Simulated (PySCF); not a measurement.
Gas-phase reaction: 3 MoO3 + 6 F2 → 3 MoOF4 + 2 O3

Method: PySCF energies plus ideal-gas RRHO corrections (1 bar). S°(298 K) at PBE0/def2-TZVP differs from the NASA 1993 table for MoO3 (+7 J/mol/K); whether the harmonic model or the table's entry is off was not settled. † marks an energy on the PBE0/def2-TZVP geometry and frequencies; other levels use their own. CCSD(T) freezes the core. All species are closed-shell singlets. B3LYP is the form with VWN-RPA correlation. Mo: scalar-relativistic def2 core potential, no spin-orbit coupling. CCSD(T) isn't extrapolated to the basis-set limit; its ΔH°(298 K) is -2550.2 kJ in def2-SVP and -2570.8 kJ in def2-TZVPP. The harmonic model lacks anharmonicity and excited electronic states, which grow with temperature; levels with a mode under 35 cm⁻¹ are left out. Strong static correlation: MoO3, O3. Soft modes under 120 cm⁻¹ make the harmonic entropy rough for MoOF4. Warning, large T1 diagnostic: MoO3, MoOF4, O3 (CCSD(T)/def2-SVP†, CCSD(T)/def2-TZVPP†).

| level | ΔE electronic, kJ | ΔH°(298 K), kJ | ΔS°(298 K), J/K | ΔG°(600 K), kJ |
|---|---|---|---|---|
| B3LYP/def2-TZVP† | -2647 | -2626 | -581 | -2281 |
| BLYP/def2-TZVP† | -2605 | -2584 | -581 | -2238 |
| CCSD(T)/def2-SVP† | -2571 | -2550 | -581 | -2205 |
| CCSD(T)/def2-TZVPP† | -2592 | -2571 | -581 | -2225 |
| HF/def2-TZVP† | -2688 | -2667 | -581 | -2321 |
| PBE/def2-TZVP† | -2666 | -2645 | -581 | -2299 |
| PBE0/def2-QZVP† | -2744 | -2723 | -581 | -2377 |
| PBE0/def2-TZVP | -2678 | -2657 | -581 | -2311 |
| LDA/def2-TZVP† | -2940 | -2919 | -581 | -2574 |
| ωB97M-V/def2-TZVP† | -2690 | -2669 | -581 | -2323 |
| ωB97X-V/def2-TZVP† | -2714 | -2693 | -581 | -2347 |
ΔH° is lowest at LDA/def2-TZVP† and highest at CCSD(T)/def2-SVP†. No reference value is set beside these.
